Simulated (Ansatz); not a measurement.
Gas-phase electronic energies from Ansatz, PBE0-D4/def2-TZVP geometries. CCSD(T)/CBS adds triple-zeta CCSD(T) − MP2 to the extrapolated MP2 energy (def2 sets, frozen cores). One conformer a species, not always the lowest.

Consider the formal exchange of groups at a B–C bond: `CC(Cl)BS` + `FC[SiH2]F` → `FC[SiH2]BS` + `CC(F)Cl`.

`CC(Cl)BS`:

```xyz
11

C     0.185   -0.332    1.215
C     0.605   -0.398   -0.231
Cl    0.124   -1.996   -0.948
B    -0.046    0.567   -1.294
S    -1.495    1.558   -1.047
H     0.677   -1.108    1.804
H    -0.893   -0.462    1.327
H     0.463    0.641    1.632
H     1.693   -0.379   -0.316
H     0.442    0.660   -2.379
H    -1.755    1.250    0.237
```

`FC[SiH2]F`:

```xyz
8

F     0.669   -0.869    1.603
C    -0.179   -0.813    0.505
Si    0.145    0.723   -0.533
F    -0.322    2.026    0.267
H    -1.214   -0.837    0.866
H    -0.022   -1.714   -0.101
H    -0.664    0.625   -1.774
H     1.588    0.859   -0.833
```

`FC[SiH2]BS`:

Cartesian coordinates in Å:
```
F 1.182 -0.697 2.575
C 0.347 -0.768 1.465
Si 0.722 0.637 0.243
B -0.466 0.567 -1.380
S -1.666 -0.718 -1.516
H 0.490 -1.748 0.995
H -0.690 -0.719 1.816
H 0.537 1.942 0.937
H 2.147 0.539 -0.182
H -0.376 1.376 -2.252
H -2.227 -0.412 -2.702
```

`CC(F)Cl`:

```xyz
8

C    -0.270   -0.522    0.553
C     0.353    0.400   -0.452
F     0.845    1.508    0.171
Cl   -0.839    0.921   -1.672
H    -0.649   -1.417    0.060
H     0.484   -0.811    1.289
H    -1.093   -0.019    1.062
H     1.169   -0.059   -1.011
```

```
     species  CCSD(T)/CBS(def2) energy (Eh)
  `CC(Cl)BS`                     -962.09514
 `FC[SiH2]F`                     -529.16787
`FC[SiH2]BS`                     -853.10027
   `CC(F)Cl`                     -638.08166
```

Question: Work out ΔE.

Answer: ΔE = (-853.10027) + (-638.08166) − (-962.09514) − (-529.16787) = 0.08108 Eh = +212.9 kJ/mol.

Largest T1 diagnostic among the species: 0.014.

The D4 term adds +3.7 kJ/mol with B3LYP and +2.0 kJ/mol with PBE0; it sums over pairs of atoms, weighted by their polarisabilities, and B3LYP, whose exchange is more repulsive, gets the larger term. From PBE to PBE0 (25 % exact exchange), in def2-TZVPP and without D4, ΔE moves by +8.7 kJ/mol.

B3LYP here is the variant with VWN-RPA as its local correlation; programs differ in this.
